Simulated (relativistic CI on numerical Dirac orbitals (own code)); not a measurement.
**Ligand-field terms of d3**

Computed with a parametric ligand-field model of a d^n configuration (Racah B and C, spin-orbit zeta, crystal field), exact diagonalisation.

Field parameters in Wybourne normalisation: D3d B²₀ = −7Dσ, B⁴₀ = −14Dq − 21Dτ, B⁴₃ = −14√(10/7) Dq; D4h B²₀ = −7Ds, B⁴₀ = 21(Dq − Dt), B⁴₄ = 21√(5/14) Dq; Oh B⁴₀ = 21Dq, B⁴₄ = √(5/14) B⁴₀; Td as Oh with Dq negative (B⁴₀ = 21Dq, B⁴₄ = √(5/14) B⁴₀). The field is a parameter set, without covalency.

Ground term and bands for B = 1020, C = 4550, ζ = 0 cm⁻¹, Oh, 10Dq = 5000 cm⁻¹?

Ground term 4A2 with 0.00 electrons in the two orbitals of the cubic e set. Spin-allowed: 4T2 5000 cm⁻¹ (2000 nm), 4T1 8683 cm⁻¹ (1152 nm), 4T1 21617 cm⁻¹ (463 nm). Lowest spin-forbidden: 2E 19925 cm⁻¹ (502 nm), 2T1 20617 cm⁻¹ (485 nm), 2A1 22730 cm⁻¹ (440 nm). With an A2 ground term the first spin-allowed band lies at |10Dq| itself.

Ground term and bands for B = 960, C = 3560, ζ = 0 cm⁻¹, D4h, 10Dq = 18400, Ds = 2720, Dt = -480 cm⁻¹?

Ground term 4B1 with 0.00 electrons in the two orbitals of the cubic e set. Spin-allowed: 4B2 18400 cm⁻¹ (543 nm), 4A2 20401 cm⁻¹ (490 nm), 4E 21701 cm⁻¹ (461 nm), 4E 34743 cm⁻¹ (288 nm). Lowest spin-forbidden: 2E 12052 cm⁻¹ (830 nm), 2A1 17203 cm⁻¹ (581 nm), 2B1 17799 cm⁻¹ (562 nm).

Ground term and bands for B = 550, C = 2740, ζ = 0 cm⁻¹, Td, 10Dq = -7950 cm⁻¹?

Ground term 4T1 with 1.95 electrons in the two orbitals of the cubic e set. Spin-allowed: 4T2 7095 cm⁻¹ (1409 nm), 4T1 14490 cm⁻¹ (690 nm), 4A2 15045 cm⁻¹ (665 nm). Lowest spin-forbidden: 2E 4528 cm⁻¹ (2209 nm), 2T1 11040 cm⁻¹ (906 nm), 2T2 11463 cm⁻¹ (872 nm).

Ground term and bands for B = 900, C = 3580, ζ = 0 cm⁻¹, D3d, 10Dq = 30900, Dσ = 260, Dτ = -60 cm⁻¹?

Ground term 4A2 with 0.00 electrons in the two orbitals of the cubic e set. Spin-allowed: 4A1 30553 cm⁻¹ (327 nm), 4E 30737 cm⁻¹ (325 nm), 4E 40162 cm⁻¹ (249 nm), 4A2 40428 cm⁻¹ (247 nm). Lowest spin-forbidden: 2E 17568 cm⁻¹ (569 nm), 2A2 18227 cm⁻¹ (549 nm), 2E 18375 cm⁻¹ (544 nm).

Ground term and bands for B = 940, C = 4150, ζ = 0 cm⁻¹, Oh, 10Dq = 11050 cm⁻¹?

Ground term 4A2 with 0.00 electrons in the two orbitals of the cubic e set. Spin-allowed: 4T2 11050 cm⁻¹ (905 nm), 4T1 17838 cm⁻¹ (561 nm), 4T1 29412 cm⁻¹ (340 nm). Lowest spin-forbidden: 2E 18850 cm⁻¹ (531 nm), 2T1 19721 cm⁻¹ (507 nm), 2T2 26042 cm⁻¹ (384 nm). With an A2 ground term the first spin-allowed band lies at |10Dq| itself.
